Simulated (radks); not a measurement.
Results of a calculation; reference values are marked as such.
These are the eigenvalues of the occupied orbitals of an atom or ion with whole-number occupations (Ry). Code: a radial shooting solver on a logarithmic mesh with Libxc functionals. Model: scalar-relativistic Kohn-Sham, BLYP, spin-polarised, spherical densities, finite nucleus; Fermi nuclear charge, rms radius of each element as measured or else 0.836 A^(1/3) + 0.57 fm.

1s up: -67.31910
1s down: -67.06697
2s up: -7.79293
2s down: -7.21417
2p up: -6.14633

Which element is it, and in what charge state? The configuration may be excited. Open shells, if any, are filled with parallel spins first.

Answer. Z = 10, neon, charge +3: Ne3+ in [He] 2s2 2p3. The list shows which subshells hold electrons but not how many an open one holds; the 1s level, -33.66 hartree, gives Z - s = 8.2 by -(Z - s)^2/2, which with screening and relativity narrows Z to a few neighbours, and the depths of the outer levels then fix element, charge and occupations together.
